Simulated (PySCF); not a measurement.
**Structure from NMR data**

An unknown has the formula C$_{7}$H$_{9}$P. Its calculated NMR data are:

¹H NMR (300 MHz, computed): δ 9.02 (m, 1H), 9.00 (m, 1H), 8.06 (m, 1H), 2.52 (s, 3H), 2.48 (s, 3H).

¹³C{¹H} NMR (computed): δ 165.1 (CH), 163.7 (CH), 147.3 (C), 142.9 (C), 140.8 (CH), 27.3 (CH3), 25.7 (CH3).

[PySCF 2.14: GIAO PBE0/pcSseg-1 shieldings; coordinates at the GFN2-xTB level; averaged over atoms made equivalent by symmetry, fast rotation or ring inversion; single conformer; no relativistic terms; no solvent]

References, each an isolated molecule treated in the same way: ¹H (31.72 ppm), ¹³C (186.93 ppm) against TMS.

Choose the structure that fits.
A. C=Cc1[pH]ccc1C
B. C=CP1C=CCC=C1
C. CCc1ccccp1
D. C=Cc1ccc(C)[pH]1
E. Cc1ccccc1P
F. Cc1ccpcc1C

## Answers

F. 

1. 7 carbon signals for 7 carbons: no two carbons are equivalent.
2. Carbon types of the structure: 2 × C, 3 × CH, 2 × CH3, which accounts for all hydrogens.
3. δC 165.1, 163.7, 140.8: aromatic CH.
4. δC 147.3, 142.9: substituted aromatic carbon.
5. δC 27.3, 25.7: methyl carbon on an aromatic ring; a saturated carbon with 1 carbon neighbour and no heteroatom attached.
6. δH 9.02, 9.00, 8.06: hydrogen on an aromatic CH; it sits in the deshielding region of the aromatic ring current.
7. δH 2.52, 2.48: hydrogen on a methyl carbon on an aromatic ring; benzylic-type position, deshielded by the ring.

The others: Cc1ccccc1P would give 6 signals for carbon-bound and other non-exchanging H, not 5; C=Cc1[pH]ccc1C would give 7 signals for carbon-bound and other non-exchanging H, not 5; C=CP1C=CCC=C1 would give 5 carbon signals, not 7; CCc1ccccp1 would give 6 signals for carbon-bound and other non-exchanging H, not 5; C=Cc1ccc(C)[pH]1 would give 7 signals for carbon-bound and other non-exchanging H, not 5.

Splittings by ³¹P in the carbon and heteronuclear signals aren't shown, as no couplings were computed. Shifts are as computed. Against solution values, carbons near 30 ppm lie about +3 ppm off and those near 130 ppm about +5 ppm. Of 1211 compounds with measured shifts, 218 miss one by over three times the rms of a fit or turn the order of signals round; such compounds aren't used in these exercises. No couplings were computed; multiplicities are counted from neighbouring protons, with m where these are inequivalent, close in shift, in a saturated or five-membered ring or joined by F or P, and br s for small geminal =CH2 splittings.
